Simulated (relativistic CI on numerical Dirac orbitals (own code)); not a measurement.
**Spin-orbit doublets in the photoemission of zinc**

Problem. Photoelectron lines from p, d and f shells are doublets, and peak fits need their splitting and area ratio. Find both for the 2p line of zinc, from the calculated spin-orbit constant ζ(2p) = 15.59 eV of the closed-shell ion Zn²⁺ with one hole. Is the doublet resolved if instrument, lifetime and solid give each line a width of 1.0 eV (assumed)?

Working.
1. One hole with l = 1 gives j = 3/2 and j = 1/2. For a hole the level of higher j has the lower binding energy.
2. The splitting is (l + ½)ζ = 1.5 × 15.59 = 23.39 eV.
3. The areas follow 2j + 1: 4 : 2, so the weaker line has 0.500 of the stronger one's area, if the radial matrix elements are equal.
4. Splitting over width is 23.39: two separate peaks.

Check. The difference of tabulated binding energies of the element (L2 less L3; Elam, Ravel and Sieber, Radiat. Phys. Chem. 63, 121 (2002), rounded to 0.1 eV or more) is 23.1 eV.

All doublets of Zn²⁺, calculated as differences of Dirac-Coulomb-Breit total energies with one hole (eV):

```json
{"Shell": "2p", "Calculated": "23.45", "Without Breit and QED": "23.92", "Tabulated, element": "23.1"}
{"Shell": "3p", "Calculated": "3.052", "Without Breit and QED": "3.116", "Tabulated, element": "2.8"}
{"Shell": "3d", "Calculated": "0.335", "Without Breit and QED": "0.358", "Tabulated, element": "0.1 †"}
```

The Breit and QED terms lower the splittings by 2.0 to 6.4 %. † marks rows where calculation and table differ by more than 10 %: outer shells contract in the ion, shallow p and d holes are shifted by correlation that this model lacks, and small tabulated differences suffer from rounding or from errors of the compilation.
